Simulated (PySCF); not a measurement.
Work out the structure from these simulated measurements.

Formula: C5H6O2.

| Quantity | Value |
| --- | --- |
| Rotational structure | rotational constants A, B, C: 7.594, 2.190, 1.718 GHz [GFN2-xTB] |
| UV, first state | lowest singlet excitation: 5.70 eV (218 nm, f = 0.001) [TDDFT CAM-B3LYP/def2-SVPD] |
| Triplet | lowest triplet excitation (Tamm–Dancoff): 3.89 eV [TDA CAM-B3LYP/def2-SVPD] |
| Polarisability | 64.2 au [CAM-B3LYP/def2-SVPD] |
| XPS | C1s 289.9, C1s 290.3, C1s 291.2, C1s 292.6, C1s 293.1, O1s 539.4, O1s 540.1 eV [ΔSCF SCAN, pcX-2 on the ionised atom, pcseg-1 elsewhere, spin-free X2C] |
| UV, strongest line | among the 8 lowest singlet transitions: S2 at 5.88 eV (211 nm, f = 0.195) [TDDFT CAM-B3LYP/def2-SVPD] |
| Dipole | 0.96 D [CAM-B3LYP/def2-SVPD] |

Gas-phase values; electronic properties from PySCF, density fitting. Levels stand in brackets. Isolated species at its GFN2-xTB geometry (one conformer only).

Question: Propose a structure and show how it fits.

Answer: Numbering: `[CH3:1][O:2][c:3]1[cH:4][cH:5][cH:6][o:7]1`. Its formula, C5H6O2, gives 3 degrees of unsaturation: 1 ring and 2 π bonds in the structure found (Kekulé form). The core levels belong to: C1s 289.9 eV, aromatic CH carbon [C4]; C1s 290.3 eV, aromatic CH carbon [C5]; C1s 291.2 eV, aromatic CH next to a ring oxygen [C6]; C1s 292.6 eV, methoxy carbon [C1]; C1s 293.1 eV, aromatic carbon bearing oxygen [C3]; O1s 539.4 eV, aryl ether oxygen [O2]; O1s 540.1 eV, furan-type oxygen [O7]. The hole state at 293.1 eV has ⟨S²⟩ = 0.83 against 0.75, so that value is less sure. The optimised geometry has point group Cs and is an asymmetric top. Structure: `COc1ccco1`. Computed isomers that give other values at the same levels: `COc1ccoc1` (core binding energies: C1s 290.3, C1s 291.2, C1s 291.6, C1s 292.0, C1s 292.6, O1s 539.1, O1s 539.9 eV); `C[C@H](O)c1cc1=O` (rotational constant A: 5.509 GHz; this holds for the one conformer computed); `COC1=CCC1=O` (rotational constant A: 4.622 GHz; this holds for the one conformer computed). The assignments are read from this structure; whether some other isomer fits the data as well wasn't checked.

Shape of the structure used: `[CH3:1][O:2][c:3]1[cH:4][cH:5][cH:6][o:7]1`: C1–O2–C3–C4 180°.
